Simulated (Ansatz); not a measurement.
CH6GaNO2, singlet, at a GFN2-xTB geometry (such geometries of metal compounds can be far from the true shape); CASSCF(4,6)/STO-3G (Ansatz, a quantum-chemistry and plane-wave program).

Here is a job for Ansatz.
Ansatz 0.2 input:
```yaml
crystal:
  periodic: [false, false, false]
  atoms:
    - {symbol: Ga, position_ang: [-0.05753495, -0.00710497, 0.36703439]}
    - {symbol: N, position_ang: [0.73593790, -0.62002411, -1.19877660]}
    - {symbol: C, position_ang: [0.30374753, -0.09965595, -2.49372270]}
    - {symbol: H, position_ang: [0.85316417, -1.62864739, -1.24016339]}
    - {symbol: H, position_ang: [-0.55458100, -0.63344400, -2.91224195]}
    - {symbol: H, position_ang: [1.13699984, -0.16887477, -3.19821891]}
    - {symbol: H, position_ang: [0.03470078, 0.94907228, -2.37605480]}
    - {symbol: O, position_ang: [-1.08207820, 1.40325845, 0.33528768]}
    - {symbol: H, position_ang: [-1.37112639, 1.74391785, 1.18210983]}
    - {symbol: O, position_ang: [0.30719597, -0.62381279, 1.96116171]}
    - {symbol: H, position_ang: [0.90943322, -1.33923092, 2.14868018]}
basis:
  gaussian:
    orbitals: STO-3G
hamiltonian:
  xc: hf
magnetization: {spin_polarized: false}
correlation: {active_space: {window: {electrons: 4, orbitals: 6}}}
```

Output, abridged:

```
Functional definition: HF
554 factors; integrals over basis functions are off by at most 7.8e-5 eV
mean field evaluation 1: about -58317.1195 eV, gradient 3.1e1 eV
mean field evaluation 2: about -58317.2999 eV, gradient 3.1e1 eV
mean field evaluation 4: about -58320.6407 eV, gradient 1.8e0 eV
mean field evaluation 8: about -58320.6599 eV, gradient 6.6e-4 eV
mean field -58320.65724707 eV, -2143.2446226687 hartree, gradient 2.4e-6 eV, S^2 0.000000; 0 other end points of the search recorded, 0 dependent functions left out
reference -58320.65724707 eV, -2143.2446226687 hartree; 33, 33 occupied and 11, 11 virtual orbitals, 554 factors
state -58321.50502117 eV, -2143.2757777919 hartree
1 active orbitals were swapped for others, from the solution at -58321.50450750 eV, -2143.2757589151 hartree to that at -58321.50502117 eV, -2143.2757777919 hartree; typed "places" are swapped only where nearly empty or full, and so, without "given_window_search", are "orbital_numbers", "shells" and a window whose orbitals a file names under [Active]
Total energy: -58321.50502117 eV, -2143.2757777919 hartree
```
